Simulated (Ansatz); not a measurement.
Isolated molecules relaxed with PBE0-D4/def2-TZVP in Ansatz; ΔE leaves out vibrations. CBS: MP2 limit from def2 TZ/QZ plus the TZ coupled-cluster correction, frozen cores. DFT in def2-TZVPP. For Ga outer-core shells are correlated without core-valence functions, which leaves a few kJ/mol of doubt a bond. Scalar relativity is left out up to krypton. One conformer a species, not always the lowest.

Consider the formal exchange of groups at a Ga–C bond: `F[CH]([GaH2])[SiH2]Cl` + `N=C(N)N` → `N=[C](N)[GaH2]` + `NC(F)[SiH2]Cl`.

`F[CH]([GaH2])[SiH2]Cl`:

```xyz
10

F     0.432    1.807   -0.593
C     0.390    0.613    0.138
Ga   -1.217    0.562    1.325
Si    0.533   -0.866   -1.004
Cl    2.277   -0.822   -2.087
H     1.265    0.597    0.807
H    -1.410   -0.681    2.260
H    -2.206    1.771    1.287
H    -0.590   -0.894   -1.971
H     0.527   -2.087   -0.162
```

`N=C(N)N`:

Z-matrix (Å, degrees):
```
C
N 1 1.383
N 1 1.387 2 112.3
N 1 1.273 2 120.2 3 -179.4
H 2 1.008 1 115.0 3 40.0
H 2 1.008 1 111.5 3 170.5
H 3 1.008 1 115.0 2 35.5
H 3 1.006 1 114.6 2 168.7
H 4 1.015 1 111.6 2 -172.8
```

`N=[C](N)[GaH2]`:

Cartesian coordinates in Å:
```
N 1.536 0.650 -0.290
C 0.328 0.373 0.030
N -0.448 1.340 0.603
Ga -0.459 -1.441 -0.224
H 2.016 -0.166 -0.657
H -1.445 1.235 0.626
H -0.083 2.282 0.607
H 0.534 -2.540 -0.739
H -1.981 -1.734 0.045
```

`NC(F)[SiH2]Cl`:

Cartesian coordinates in Å:
```
N -0.676 0.073 -1.337
C -0.644 -0.295 0.011
F -1.611 0.394 0.807
Si 1.020 0.095 0.836
Cl 2.464 -1.161 0.097
H -0.444 1.041 -1.508
H -1.530 -0.178 -1.816
H -0.898 -1.354 0.106
H 1.393 1.493 0.507
H 0.927 -0.108 2.297
```

```tsv
level	ΔE (kJ/mol)
ωB97X-V	18.0
B2PLYP	14.9
HF/def2-TZVPP	26.9
CCSD(T)/def2-TZVPP	16.3
MP2/def2-QZVPP	17.0
SCS-MP2/def2-QZVPP	16.0
MP2/CBS(def2)	17.3
CCSD/CBS(def2)	19.8
```

(1) What does CCSD(T)/CBS give? (Estimate.)

Largest T1 diagnostic among the species: 0.014.

Answers

(1) Ansatz gave: +17.0 kJ/mol. The listed levels differ from it by 1.0, -2.1, 9.9, -0.7, 0.0, -1.0, 0.3, 2.8 kJ/mol.

From PBE to PBE0 (25 % exact exchange), in def2-TZVPP and without D4, ΔE moves by +7.0 kJ/mol. In def2-TZVPP, CCSD(T) changes the Hartree–Fock value by −10.6 kJ/mol (the triples alone add −2.8 kJ/mol) and MP2 by −10.3 kJ/mol.
